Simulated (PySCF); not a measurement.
**Radial density of Sm (samarium, neutral)**

r2SCAN, [Xe] 4f6 6s2, high-spin 7F determinant. All numbers are calculated (PySCF 2.14, scalar relativity by spin-free X2C-1e, in cc-pVDZ-X2C).

```tsv
r (bohr)	4πr²ρ (e/bohr)	4πr²(ρα − ρβ)
0.0181	81.84	0.0035
0.0304	71.86	0.0074
0.0511	95.58	0.0153
0.0859	102.1	0.0127
0.144	82.95	0.1638
0.243	83.10	1.2096
0.409	38.01	4.5167
0.688	36.79	6.1882
1.16	12.08	3.3746
1.95	4.557	0.5799
3.27	0.8327	0.0749
5.50	0.3309	-0.0083
9.26	0.01658	-0.0057
15.6	2.872e-05	0.0000
```

Densities and radii are taken from the X2C orbitals without a picture-change correction, which distorts them close to the nucleus.

Spin-orbit coupling, absent here, splits the open shell strongly.

Question: Where is the radial spin density 4πr²(ρα − ρβ) most negative, and why is it negative at all?

Answer: Around r = 5.50 bohr, down to -0.0083 e/bohr: exchange with the open shell polarises the paired shells in an unrestricted calculation.
